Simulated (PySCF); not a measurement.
# Radial density of Se(2+) (selenium, charge +2)

UHF, [Ar] 3d10 4s2 4p2, high-spin 3P determinant. All numbers are calculated (PySCF 2.14, the spin-free X2C one-electron Hamiltonian (Gaussian nucleus), in Sapporo-DKH3-DZP-2012).

```tsv
r (bohr)	4πr²ρ (e/bohr)	4πr²(ρα − ρβ)
0.000843	0.4106	0.0000
0.00142	1.005	0.0000
0.00238	2.414	0.0000
0.00401	5.527	-0.0001
0.00674	11.93	-0.0001
0.0113	22.95	0.0002
0.0191	36.24	0.0022
0.0321	42.01	0.0122
0.0540	35.30	0.0443
0.0908	39.71	0.0888
0.153	48.79	0.0375
0.257	28.09	0.0114
0.432	32.51	0.2086
0.727	19.70	-0.0130
1.22	4.506	0.7510
2.06	2.103	1.0997
3.46	0.2241	0.1658
5.82	0.0005746	0.0003
```

Densities and radii are taken from the X2C orbitals without a picture-change correction, which distorts them close to the nucleus.

(1) Where is the radial spin density 4πr²(ρα − ρβ) most negative, and why is it negative at all?

## Answers

(1) Around r = 0.727 bohr, down to -0.0130 e/bohr: exchange with the open shell polarises the paired shells in an unrestricted calculation.
